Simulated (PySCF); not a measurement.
BBr2, SMILES [B](Br)Br, multiplicity 2.

Coordinates come from a B3LYP-D3(BJ)/def2-TZVP optimisation. The isomer is the one that the SMILES or the coordinates give; other isomers of the formula were not compared.

Method: PySCF 2.14.0 with TDA-LC-ωPBE/def2-SVPD.

Vertical excitations. Isolated molecule, no solvent.

```json
[
 {"state": "root 1", "energy (eV)": "2.00", "λ (nm)": "619", "f": "0.004", "main pairs": "α HOMO→LUMO 96 %"},
 {"state": "root 2", "energy (eV)": "5.28", "λ (nm)": "235", "f": "0.000", "main pairs": "α HOMO−1→LUMO 96 %"},
 {"state": "root 3", "energy (eV)": "5.38", "λ (nm)": "230", "f": "0.010", "main pairs": "α HOMO−2→LUMO 73 %, β HOMO−1→LUMO+1 15 %, β HOMO→LUMO 9 %"},
 {"state": "root 4", "energy (eV)": "5.70", "λ (nm)": "218", "f": "0.002", "main pairs": "α HOMO→LUMO+3 34 %, α HOMO→LUMO+1 24 %, α HOMO→LUMO+8 24 %, α HOMO→LUMO+4 7 %"},
 {"state": "root 5", "energy (eV)": "5.71", "λ (nm)": "217", "f": "0.005", "main pairs": "β HOMO→LUMO 80 %"},
 {"state": "root 6", "energy (eV)": "5.91", "λ (nm)": "210", "f": "0.000", "main pairs": "β HOMO→LUMO+1 96 %"},
 {"state": "root 7", "energy (eV)": "5.96", "λ (nm)": "208", "f": "0.000", "main pairs": "β HOMO−1→LUMO 91 %"},
 {"state": "root 8", "energy (eV)": "6.13", "λ (nm)": "202", "f": "0.001", "main pairs": "α HOMO−3→LUMO 64 %, β HOMO−3→LUMO+1 21 %, β HOMO−2→LUMO 11 %"},
 {"state": "root 9", "energy (eV)": "6.42", "λ (nm)": "193", "f": "0.014", "main pairs": "α HOMO→LUMO+3 50 %, α HOMO→LUMO+1 31 %, α HOMO→LUMO+4 8 %"},
 {"state": "root 10", "energy (eV)": "6.54", "λ (nm)": "190", "f": "0.018", "main pairs": "α HOMO→LUMO+2 16 %, α HOMO−2→LUMO 10 %, α HOMO→LUMO+9 9 %, α HOMO→LUMO+12 7 %, β HOMO−1→LUMO+1 49 %"}
]
```
Unrestricted roots are not spin-pure.
